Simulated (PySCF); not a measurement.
# Cost of excited-state runs on `CC1(c2ccccc2)CC2(CC2)C1`, C13H16

Molfile (atoms numbered from 1):
```
C13H16
     RDKit          3D

 29 31  0  0  0  0  0  0  0  0999 V2000
   -0.1333   -0.8373   -1.9108 C   0  0  0  0  0  0  0  0  0  0  0  0
   -0.1634   -0.2164   -0.5154 C   0  0  0  0  0  0  0  0  0  0  0  0
    1.2448   -0.0812   -0.0060 C   0  0  0  0  0  0  0  0  0  0  0  0
    1.9882    1.0620   -0.2725 C   0  0  0  0  0  0  0  0  0  0  0  0
    3.2959    1.1731    0.1646 C   0  0  0  0  0  0  0  0  0  0  0  0
    3.8828    0.1374    0.8706 C   0  0  0  0  0  0  0  0  0  0  0  0
    3.1551   -1.0107    1.1316 C   0  0  0  0  0  0  0  0  0  0  0  0
    1.8474   -1.1194    0.6938 C   0  0  0  0  0  0  0  0  0  0  0  0
   -1.1719   -0.9316    0.4169 C   0  0  0  0  0  0  0  0  0  0  0  0
   -2.1213    0.2380    0.2281 C   0  0  0  0  0  0  0  0  0  0  0  0
   -3.1702    0.7225    1.1730 C   0  0  0  0  0  0  0  0  0  0  0  0
   -3.5584    0.1562   -0.1652 C   0  0  0  0  0  0  0  0  0  0  0  0
   -1.0452    1.0553   -0.4640 C   0  0  0  0  0  0  0  0  0  0  0  0
    0.4393   -0.2092   -2.5907 H   0  0  0  0  0  0  0  0  0  0  0  0
   -1.1445   -0.9440   -2.2972 H   0  0  0  0  0  0  0  0  0  0  0  0
    0.3341   -1.8194   -1.8758 H   0  0  0  0  0  0  0  0  0  0  0  0
    1.5411    1.8712   -0.8314 H   0  0  0  0  0  0  0  0  0  0  0  0
    3.8598    2.0700   -0.0485 H   0  0  0  0  0  0  0  0  0  0  0  0
    4.9040    0.2226    1.2115 H   0  0  0  0  0  0  0  0  0  0  0  0
    3.6086   -1.8260    1.6767 H   0  0  0  0  0  0  0  0  0  0  0  0
    1.2899   -2.0231    0.8930 H   0  0  0  0  0  0  0  0  0  0  0  0
   -0.8199   -1.0241    1.4442 H   0  0  0  0  0  0  0  0  0  0  0  0
   -1.5299   -1.8996    0.0689 H   0  0  0  0  0  0  0  0  0  0  0  0
   -3.3754    0.1335    2.0548 H   0  0  0  0  0  0  0  0  0  0  0  0
   -3.2713    1.7869    1.3252 H   0  0  0  0  0  0  0  0  0  0  0  0
   -4.0306   -0.8151   -0.1900 H   0  0  0  0  0  0  0  0  0  0  0  0
   -3.9249    0.8375   -0.9192 H   0  0  0  0  0  0  0  0  0  0  0  0
   -0.6365    1.8381    0.1746 H   0  0  0  0  0  0  0  0  0  0  0  0
   -1.3140    1.4808   -1.4299 H   0  0  0  0  0  0  0  0  0  0  0  0
  1  2  1  0
  2  3  1  0
  3  4  2  0
  4  5  1  0
  5  6  2  0
  6  7  1  0
  7  8  2  0
  2  9  1  0
  9 10  1  0
 10 11  1  0
 11 12  1  0
 10 13  1  0
 13  2  1  0
  8  3  1  0
 12 10  1  0
  1 14  1  0
  1 15  1  0
  1 16  1  0
  4 17  1  0
  5 18  1  0
  6 19  1  0
  7 20  1  0
  8 21  1  0
  9 22  1  0
  9 23  1  0
 11 24  1  0
 11 25  1  0
 12 26  1  0
 12 27  1  0
 13 28  1  0
 13 29  1  0
M  END
```

PySCF with density fitting, on 1 thread of an Arm Neoverse V1, shared host. Command: `OMP_NUM_THREADS=1 python excited_run.py task.json out`

**Question.** How long does each of these runs take, and how much memory?
- magnetisability and related constants, BHandHLYP/pcSseg-1; usual settings
- magnetisability and related constants, KT1/pcSseg-0; guess huckel

**Answer.** 
| run | level | basis functions | wall time | peak memory (GiB) |
| --- | --- | --- | --- | --- |
| magnetisability and related constants | BHandHLYP/pcSseg-1 | 301 | 2.2 min | 1.6 |
| magnetisability and related constants | KT1/pcSseg-0 | 149 | 64 s | 0.85 |

Times from a shared host are rough.
